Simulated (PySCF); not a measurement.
A GIAO shielding run with PySCF 2.14 (density fitting, non-relativistic, gas phase) on SMILES N#CC[Si@H](N)[SiH3], C2H8N2Si2:

```
$ OMP_NUM_THREADS=1 python probes_run.py task.json out

{"job": {"kind": "nmr", "xc": "PBE0", "basis": "pcSseg-1"}, "charge": 0, "multiplicity": 1}
N      2.509309    -2.207371     0.042064
C      2.046756    -1.211496     0.368468
C      1.440658     0.023742     0.731319
Si     0.015184     0.449587    -0.494598
N     -0.550019     1.953520     0.141511
Si    -1.713557    -1.078268    -0.408215
H      1.050327    -0.058104     1.746467
H      2.203389     0.803856     0.723603
H      0.682833     0.577976    -1.808648
H     -1.396206     2.351166    -0.230467
H      0.099958     2.692702     0.360895
H     -1.330995    -2.362445    -0.992379
H     -2.181258    -1.345448     0.955908
H     -2.877058    -0.589888    -1.158094
```

Hardware: 1 thread of an Arm Neoverse V2, shared host. The job also computes population analyses, field gradients.

Question: How large is the calculation?

Answer: 62 electrons, 156 basis functions and 848 auxiliary functions.

Question: How long does it take, and how much memory does it need?

Answer: 18 s of wall time, with 14 SCF cycles and 5 response iterations; peak memory 0.72 GiB. Times on a shared host scatter by some tens of per cent.
